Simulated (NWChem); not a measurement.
# Correlation energy of CSi

```xyz
2

Si     0.0000     0.0000     0.5212
C      0.0000     0.0000    -1.2161
```
Charge 0, spin multiplicity 3.

Everything below was run with NWChem. Structure: optimised with UPBE/def2-SVP, a minimum by its harmonic frequencies.

Basis set: cc-pVQZ. Each correlation energy counts from its own Hartree-Fock reference.

The correlated methods keep 6 core orbitals frozen. This spin state was chosen for the runs; another may lie lower. The structure started from a generated list of species. The unpaired electrons of the parent sit in orbitals of symmetry a1 and b1 (C2v labels of the run); other states weren't searched. No SCF solution was tested for a lower state. Open-shell Hartree-Fock references start from PBE0 orbitals. Coupled-cluster values serve here as a point of comparison, not as the truth.

| method | correlation energy (mHa) | remark |
|---|---|---|
| CCSD(T) on ROHF | … | - |
| SCS-UMP2 | … | spin-contaminated |
| CCSD on ROHF | … | - |
| URI-MP2 | -172.5 | spin-contaminated |
| CCSD[T] on ROHF | … | - |
| UMP2 | -172.5 | spin-contaminated |

Q: What belongs in the gaps?

A: 
- CCSD(T) on ROHF, correlation energy (mHa): -255.9
- SCS-UMP2, correlation energy (mHa): -168.8
- CCSD on ROHF, correlation energy (mHa): -238.6
- CCSD[T] on ROHF, correlation energy (mHa): -257.3
